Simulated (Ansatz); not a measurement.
`C[B](Cl)[GeH3]` and `C[B](C)[GeH3]` differ in one atom or group.

Ansatz, PBE0-D4/def2-TZVP geometries, multiplicity 1. 

Scalar relativity is left out up to krypton.

```tsv
property	`C[B](Cl)[GeH3]`
HOMO–LUMO gap (B3LYP/def2-TZVPP) / eV	5.71
HOMO energy (PBE/def2-TZVPP) / eV	-6.56
HOMO–LUMO gap (PBE0/def2-TZVPP) / eV	6.08
HOMO energy (ωB97M-V/def2-TZVPP) / eV	-9.91
LUMO energy (PBE/def2-TZVPP) / eV	-2.62
size of the dipole moment (B3LYP/def2-TZVPP) / D	1.35
```

Problem. What does the change do to each property? (An estimate is asked.)

Solution. Computed: 
```json
{"property": "HOMO–LUMO gap (B3LYP/def2-TZVPP) / eV", "`C[B](C)[GeH3]`": "5.92", "shift": "0.21"}
{"property": "HOMO energy (PBE/def2-TZVPP) / eV", "`C[B](C)[GeH3]`": "-6.37", "shift": "0.19"}
{"property": "HOMO–LUMO gap (PBE0/def2-TZVPP) / eV", "`C[B](C)[GeH3]`": "6.29", "shift": "0.21"}
{"property": "HOMO energy (ωB97M-V/def2-TZVPP) / eV", "`C[B](C)[GeH3]`": "-9.66", "shift": "0.25"}
{"property": "LUMO energy (PBE/def2-TZVPP) / eV", "`C[B](C)[GeH3]`": "-2.20", "shift": "0.42"}
{"property": "size of the dipole moment (B3LYP/def2-TZVPP) / D", "`C[B](C)[GeH3]`": "1.59", "shift": "0.24"}
```

With PBE0 the HOMO rises by 0.24 eV and the LUMO rises by 0.45 eV, so the gap widens by about 0.21 eV. PBE moves the HOMO by 0.19 eV and ωB97M-V by 0.25 eV. Dipoles are sizes alone; their direction can turn.

B3LYP here is the variant with VWN-RPA as its local correlation; programs differ in this.
